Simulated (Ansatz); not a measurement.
Consider the hydrogenolysis of a B–Cl bond: `ClB1C[SiH2]1` + H₂ → `B1C[SiH2]1` + HCl.

Gas-phase electronic energies from Ansatz, PBE0-D4/def2-TZVP geometries. CCSD(T)/CBS adds triple-zeta CCSD(T) − MP2 to the extrapolated MP2 energy (def2 sets, frozen cores). This one scheme is used for every species. DFT in def2-TZVPP.

Task: Is it downhill or uphill in electronic energy at CCSD(T)/CBS, and by how much? (Estimate.)

Result: Computed: Uphill: ΔE = +62.5 kJ/mol.

Task: What do these levels give: BLYP-D4, r2SCAN-D4, B97M-V, r2SCANh-D4, BHLYP, MP2/CBS(def2)? (Best estimate.)

Result: Computed: BLYP-D4 68.7, r2SCAN-D4 71.9, B97M-V 68.2, r2SCANh-D4 70.7, BHLYP 57.6, MP2/CBS(def2) 70.9 kJ/mol.

Largest T1 diagnostic among the species: 0.014.

At CCSD(T), def2-SVP lies +6.7 kJ/mol from the extrapolated value and def2-TZVPP −1.3 kJ/mol. The D4 term adds +6.9 kJ/mol with B3LYP and +3.7 kJ/mol with PBE0; it sums over pairs of atoms, weighted by their polarisabilities, and B3LYP, whose exchange is more repulsive, gets the larger term.

B3LYP here is the variant with VWN-RPA as its local correlation; programs differ in this.
